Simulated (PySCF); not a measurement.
H₁₂NiO₆, charge +2, triplet, at a GFN2-xTB geometry (such geometries of metal compounds can be far from the true shape). Base run: PySCF with PBE/6-31G.

PySCF was given this input:
```python
from pyscf import gto, scf, dft

mol = gto.Mole()
mol.atom = '''
    Ni    0.000000    0.000000    0.000000
    O    -0.735553    1.843576   -0.772697
    H    -1.574761    1.839847   -1.251578
    H    -0.164271    2.473733   -1.230213
    O     1.671991    0.968439    0.896349
    H     1.592031    1.817263    1.350096
    H     2.503489    0.999858    0.405193
    O     1.197250   -0.322544   -1.731885
    H     1.767368   -1.102198   -1.758672
    H     0.849415   -0.209270   -2.625731
    O    -1.197250    0.322544    1.731885
    H    -1.767368    1.102198    1.758672
    H    -0.849415    0.209270    2.625731
    O    -1.671991   -0.968439   -0.896349
    H    -1.592031   -1.817263   -1.350096
    H    -2.503489   -0.999858   -0.405193
    O     0.735553   -1.843576    0.772697
    H     0.164271   -2.473733    1.230213
    H     1.574761   -1.839847    1.251578
'''
mol.basis = '6-31g'
mol.charge = 2
mol.spin = 2
mol.verbose = 4
mol.build()

mf = dft.UKS(mol)
mf.xc = 'pbe'
mf.kernel()
mf.analyze()
```

The base run was repeated with changes; each row names its change, and settings that it needs were set with it.

```tsv
change	ΔE vs base (mEh)	fitting functions	outcome
base	0.000	-	converged
auxbasis = cc-pvdz-jkfit	-	-	input refused
auxbasis = cc-pvtz-ri	-	-	input refused
auxbasis = def2-svp-ri	-10906.4	599	converged
auxbasis = def2-universal-jkfit	-0.236	942	converged
auxbasis = autoaux	-7.484	893	converged
auxbasis = cc-pvqz-jkfit	-	-	input refused
auxbasis = default (with mf = mf.density_fit())	-0.193	982	converged
auxbasis = even-tempered beta=3.0	-31.509	550	converged
auxbasis = even-tempered beta=2.0	-7.839	838	converged
```

A fitting set is made for a task (jfit for Coulomb, jkfit for Coulomb and exchange, ri for correlation) and for a family of orbital bases.

Open shells are given as the SCF converged; they aren't shown to be the lowest states, and a large step between rows can be another state.

- auxbasis = cc-pvdz-jkfit: ended with `pyscf.lib.exceptions.BasisNotFoundError: Basis set not found for Ni in cc-pvdz-jkfit`
- auxbasis = cc-pvtz-ri: ended with `pyscf.lib.exceptions.BasisNotFoundError: Basis set not found for Ni in cc-pvtz-ri`
- auxbasis = cc-pvqz-jkfit: ended with `pyscf.lib.exceptions.BasisNotFoundError: Basis set not found for Ni in cc-pvqz-jkfit`
